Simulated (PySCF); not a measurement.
Job file and geometry (Å, from GFN2-xTB) of an NMR shielding run on SMILES O=C=C(C=O)[C@H]([SiH3])CF, C5H7FO2Si, GIAO PBE0/pcSseg-1 NMR shielding, non-relativistic, gas phase (PySCF 2.14.0, density-fitted response routines); density fitting, a coarse starting grid and PySCF grid level 2 are the driver's defaults:

```
$ OMP_NUM_THREADS=1 python probes_run.py task.json out

{"job": {"kind": "nmr", "xc": "PBE0", "basis": "pcSseg-1"}, "charge": 0, "multiplicity": 1}
O      1.961852    -2.250971     0.561541
C      1.499842    -1.259598     0.188327
C      1.038783    -0.121141    -0.264389
C      1.950986     0.942376    -0.659311
O      1.583873     2.016536    -1.068954
C     -0.442050     0.178627    -0.357246
Si    -1.033886     0.945159     1.304858
C     -1.232968    -1.053890    -0.747748
F     -1.139656    -2.014063     0.235743
H      3.020847     0.694122    -0.562739
H     -0.554584     0.916810    -1.155341
H     -2.454397     1.259296     1.144219
H     -0.234202     2.142529     1.536884
H     -0.818856    -0.045016     2.356468
H     -2.296725    -0.822085    -0.857229
H     -0.856455    -1.519748    -1.666496
```

**Question.** Write the output of this run.

**Answer.** 
```
coarse grid: 14656 points
cycle   1  E = -733.5237184737  dE =  1.437e+00  |g| = 1.055e+00  |ddm| = 3.798e+00
cycle   2  E = -732.2955347874  dE =  1.228e+00  |g| = 2.620e+00  |ddm| = 4.731e+00
cycle   3  E = -733.6940267303  dE = -1.398e+00  |g| = 4.457e-01  |ddm| = 4.195e+00
cycle   4  E = -733.7287336252  dE = -3.471e-02  |g| = 2.292e-01  |ddm| = 6.792e-01
cycle   5  E = -733.7370458767  dE = -8.312e-03  |g| = 9.572e-02  |ddm| = 2.241e-01
cycle   6  E = -733.7388471447  dE = -1.801e-03  |g| = 2.223e-02  |ddm| = 8.462e-02
cycle   7  E = -733.7389608839  dE = -1.137e-04  |g| = 6.583e-03  |ddm| = 2.914e-02
cycle   8  E = -733.7389686266  dE = -7.743e-06  |g| = 2.202e-03  |ddm| = 8.588e-03
final grid: 139592 points
cycle   9  E = -733.8201405067  dE = -2.318e-06  |g| = 1.661e-02  |ddm| = 3.366e-02
cycle  10  E = -733.8199517882  dE =  1.887e-04  |g| = 3.570e-02  |ddm| = 4.538e-02
cycle  11  E = -733.8201915061  dE = -2.397e-04  |g| = 2.668e-03  |ddm| = 3.236e-02
cycle  12  E = -733.8201929312  dE = -1.425e-06  |g| = 4.105e-04  |ddm| = 2.098e-03
cycle  13  E = -733.8201929481  dE = -1.688e-08  |g| = 2.792e-04  |ddm| = 6.777e-04
cycle  14  E = -733.8201929630  dE = -1.488e-08  |g| = 8.206e-05  |ddm| = 3.150e-04
cycle  15  E = -733.8201929641  dE = -1.170e-09  |g| = 1.643e-05  |ddm| = 7.246e-05
cycle  16  E = -733.8201929642  dE = -5.230e-11  |g| = 3.963e-06  |ddm| = 2.250e-05
converged SCF energy = -733.8201929642

GIAO shielding tensors (ppm)
atom      isotropic    diamagn.    paramagn.     s11        s22        s33       span
  0 O      -83.173     402.382    -485.555   -234.192   -104.967     89.639    323.831
  1 C      -21.653     262.437    -284.090   -100.135    -53.623     88.798    188.934
  2 C      131.599     267.660    -136.062    107.470    140.040    147.286     39.816
  3 C        1.546     237.727    -236.180    -93.048     -6.844    104.531    197.578
  4 O     -296.961     401.415    -698.377   -916.515   -366.061    391.691   1308.206
  5 C      163.475     249.432     -85.956    148.973    161.175    180.278     31.306
  6 Si     417.114     880.440    -463.327    391.192    401.045    459.105     67.913
  7 C       97.521     242.149    -144.627     62.697     86.244    143.622     80.925
  8 F      405.911     476.134     -70.223    372.492    402.453    442.788     70.296
  9 H       21.753      25.952      -4.199     19.447     19.839     25.972      6.525
 10 H       29.518      32.540      -3.023     25.381     27.096     36.076     10.695
 11 H       27.650      29.531      -1.881     24.252     25.021     33.677      9.425
 12 H       27.878      29.575      -1.697     24.254     26.980     32.401      8.147
 13 H       27.742      29.907      -2.165     24.170     26.941     32.114      7.944
 14 H       26.631      29.116      -2.484     22.361     26.478     31.055      8.694
 15 H       26.726      29.503      -2.777     22.266     26.810     31.101      8.835
```

**Question.** Turn these shieldings into chemical shifts. Chemical shifts δ = σref − σ; $^{17}$O (336.08 ppm) against H2O; $^{13}$C (186.93 ppm) and $^{29}$Si (349.16 ppm) and $^{1}$H (31.72 ppm) vs TMS; $^{19}$F (170.95 ppm) vs CFCl3, all at this level.

**Answer.** Averaging equivalent atoms: O 4: 633.0; O 0: 419.3; C 1: 208.6; C 3: 185.4; C 7: 89.4; C 2: 55.3; C 5: 23.4; Si 6: -68.0; F 8: -235.0; H 9: 9.96; H 14: 5.09; H 15: 4.99; H 11/12/13: 3.96; H 10: 2.20 ppm. Unscaled 19F shifts against computed CFCl3 carry errors that often reach 10 to 50 ppm. Unscaled 17O shifts of doubly bonded oxygen tend to come out too high, by tens of ppm or more. Experimental scales use liquid or dissolved standards, which lie at an offset from isolated H2O (liquid H2O: subtract about 36 ppm).

Size and cost of the density-fitted run: 195 basis functions, 34 s wall time on 1 thread of an Arm Neoverse V2, shared host; peak memory 0.91 GiB.
